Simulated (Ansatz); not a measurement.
CdCl2, triplet, at a GFN2-xTB geometry (such geometries of metal compounds can be far from the true shape) (a higher spin typed on purpose: for a closed-shell molecule this is an excited state) (all electrons, no relativity); PBE0/3-21G run with Ansatz (a program for electronic structure).

Input for Ansatz:
Ansatz 0.2 input:
```yaml
crystal:
  periodic: [false, false, false]
  atoms:
    - {symbol: Cd, position_ang: [-0.74733348, 0.29851729, -0.47268926]}
    - {symbol: Cl, position_ang: [1.83477169, -0.11884315, -0.37432263]}
    - {symbol: Cl, position_ang: [0.27534637, -0.72402919, 1.70897466]}
basis:
  gaussian:
    orbitals: 3-21G.json
hamiltonian:
  xc: pbe0
magnetization: {spin_polarized: true, initial_magnetization: 2}
```
The basis file holds 3-21G in the JSON format of the Basis Set Exchange.

**Question.** Predict the main parts of the log of this Ansatz run.

**Answer.** 
```
Functional definition: PBE0
760 factors; integrals over basis functions are off by at most 2.1e-4 eV
mean field evaluation 1: about -173009.0734 eV, gradient 1.0e1 eV
mean field evaluation 2: about -173009.2748 eV, gradient 9.9e0 eV
mean field evaluation 4: about -173009.7948 eV, gradient 5.6e-1 eV
mean field evaluation 8: about -173009.8272 eV, gradient 1.7e-2 eV
mean field evaluation 16: about -173009.8273 eV, gradient 1.2e-5 eV
mean field -173009.82726703 eV, -6357.9938817906 hartree, gradient 1.2e-5 eV, S^2 2.002887; 1 other end points of the search recorded, 0 dependent functions left out
reference -173009.82730077 eV, -6357.9938830303 hartree; 42, 40 occupied and 23, 25 virtual orbitals, 760 factors
Total energy: -173009.82730077 eV, -6357.9938830303 hartree
```
